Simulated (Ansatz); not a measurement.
```yaml
crystal:
  periodic: [false, false, false]
  atoms:
    - {symbol: C, position_ang: [-0.516110, -0.174613, 2.008174]}
    - {symbol: Si, position_ang: [0.277578, 0.869072, 0.684410]}
    - {symbol: N, position_ang: [-0.308002, 0.508642, -0.913385]}
    - {symbol: Si, position_ang: [0.397439, -0.545385, -2.053584]}
    - {symbol: Cl, position_ang: [-0.000384, -2.540311, -1.669116]}
    - {symbol: H, position_ang: [-0.109229, 0.074678, 2.992119]}
    - {symbol: H, position_ang: [-0.336517, -1.235718, 1.819448]}
    - {symbol: H, position_ang: [-1.596817, -0.013982, 2.041683]}
    - {symbol: H, position_ang: [0.025359, 2.308282, 0.969518]}
    - {symbol: Xx, position_ang: [1.742138, 0.618735, 0.637537]}
    - {symbol: H, position_ang: [-1.264109, 0.775659, -1.105745]}
    - {symbol: H, position_ang: [-0.158419, -0.270483, -3.397048]}
    - {symbol: H, position_ang: [1.867573, -0.409477, -1.999010]}
basis:
  gaussian: {orbitals: pcseg-2}
hamiltonian: {xc: {name: HF}, pseudopotentials: {relativity: none}}
output: {forces: true}
```

```sh
$ ansatz run in.yaml --threads 4 --pin off --events-out ev --progress --plain --max-ram 10444MiB
```

Output, abridged:

```
Error: YAML parse error: error: line 13 column 16: `Xx` is not an element symbol (H … Og, case-exact)
11 |     - {symbol: H, position_ang: [-1.596817, -0.013982, 2.041683]}
12 |     - {symbol: H, position_ang: [0.025359, 2.308282, 0.969518]}
13 |     - {symbol: Xx, position_ang: [1.742138, 0.618735, 0.637537]}
14 |     - {symbol: H, position_ang: [-1.264109, 0.775659, -1.105745]}
15 |     - {symbol: H, position_ang: [-0.158419, -0.270483, -3.397048]}
```

Q: Something in this input is off. What?

A: An element symbol is wrong. The program refused the input.
